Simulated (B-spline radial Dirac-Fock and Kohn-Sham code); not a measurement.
**L2 emission of Sb³⁺**

System: Sb³⁺, configuration [Kr] 4d10 5s2, inside a Watson sphere of charge -3 and radius 1.6 Å (a model of the Madelung potential; inside it an electron's potential energy is raised by 27.0 eV).

Input file task.json (cfg lists n, l and occupation; rrms is the nuclear radius in fm):

```json
{"items": [{
  "Z": 51,
  "q": 3,
  "cfg": [[1, 0, 2], [2, 0, 2], [2, 1, 6], [3, 0, 2], [3, 1, 6], [3, 2, 10], [4, 0, 2], [4, 1, 6], [4, 2, 10], [5, 0, 2]],
  "A": 121,
  "rrms": 4.6802,
  "watson": [-3, 1.6],
  "do": ["binding", "quiet", "decay"],
  "holes": ["K", "L1", "L2", "L3", "M1", "M2", "M3", "M4", "M5", "N1", "N2", "N3", "N4", "N5"]
}]}
```

Run with: `python xray_run.py task.json out`

These are calculated numbers from a radial atomic solver; the model is a relativistic independent-particle model: LDA orbitals of the hole state, radiative multipoles to third order, Auger rates from the Coulomb interaction with a continuum orbital, Dirac-Fock energies.

```
 line  multipole  energy (eV)  width (meV)  share (%)
   Lη         E1       3434.4         4.70       2.31
L2-M3         E2       3613.6       0.0635     0.0312
  Lβ1         E1       3844.8          174       85.7
  Lγ5         E1       4220.7         1.01      0.498
  Lγ1         E1       4350.9         23.2       11.4
L2-O1         E1       4380.9        0.165     0.0810
```

The listed lines hold 100.0 % of the radiative rate. The radiative width is 0.203 eV in the length form and 0.208 eV in the velocity form; the two differ because the transition energies are not eigenvalue differences of the potential that gave the orbitals.
